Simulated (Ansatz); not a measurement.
Born–Oppenheimer molecular dynamics of BCl2F (4 atoms, charge 0, multiplicity 1). It goes on from the last frame of an earlier run, with new velocities.

Computed with RKS PBE0-D4/def2-SVP in Ansatz 0.2.0.

```json
{
 "ensemble": "NVE (velocity Verlet)",
 "time step": "2 fs",
 "steps asked": "150",
 "starting velocities drawn for": "400 K",
 "seed": "195785"
}
```

First frame:

```xyz
4
Properties=species:S:1:pos:R:3
B 0.057 -0.144 0.034
F -0.046 0.009 1.365
Cl 1.487 0.021 -0.944
Cl -1.480 0.018 -0.903
```

**Question.** What does the run give?

**Answer.** All steps were run.

- steps done: 150
- time covered: 300 fs
- mean temperature over the second half: 745 K
- spread of the potential energy over the second half: 20.4 meV per atom
- mean potential energy of the second half above the start: -22.6 meV per atom

The conserved energy stayed within 0.97 meV per atom of its start (net change -0.63 meV per atom), so the integration is sound. The system heated up, since it started high on the potential surface and ran downhill. A run of 0.3 ps of so small a system gives no equilibrium averages.

**Question.** What happens to the structure?

**Answer.** The same pairs are bonded in the first frame and the last. Pairs count as bonded within 1.25 times the sum of covalent radii (0.12 Å more for H–H). This is one draw of velocities; another would differ in detail.

**Question.** How do temperature and energy run in time?

**Answer.** 
```tsv
time (fs)	T (K)	potential energy less start (eV)	conserved less start (meV/atom)
0.0	400	0.000	0.00
10.0	1092	-0.182	-0.77
20.0	449	-0.013	-0.17
30.0	456	-0.014	0.04
40.0	1373	-0.255	-0.86
50.0	645	-0.064	-0.21
60.0	280	0.031	-0.04
70.0	1064	-0.174	-0.64
80.0	634	-0.061	-0.15
90.0	399	-0.001	-0.37
100.0	996	-0.156	-0.38
110.0	1026	-0.163	-0.37
120.0	358	0.010	-0.13
130.0	709	-0.081	-0.24
140.0	977	-0.152	-0.82
150.0	346	0.013	-0.20
160.0	758	-0.093	-0.18
170.0	1346	-0.248	-0.90
180.0	296	0.027	0.07
190.0	572	-0.046	-0.49
200.0	1010	-0.160	-0.54
210.0	466	-0.017	0.00
220.0	640	-0.064	-0.43
230.0	1118	-0.187	-0.40
240.0	705	-0.080	-0.31
250.0	389	0.002	-0.15
260.0	876	-0.124	-0.34
270.0	832	-0.114	-0.67
280.0	367	0.008	-0.05
290.0	1002	-0.157	-0.37
300.0	1112	-0.187	-0.63
```

The run took 4.2 min on 1 thread of Arm Neoverse V1, with other jobs on the host, peak memory 0.12 GiB.
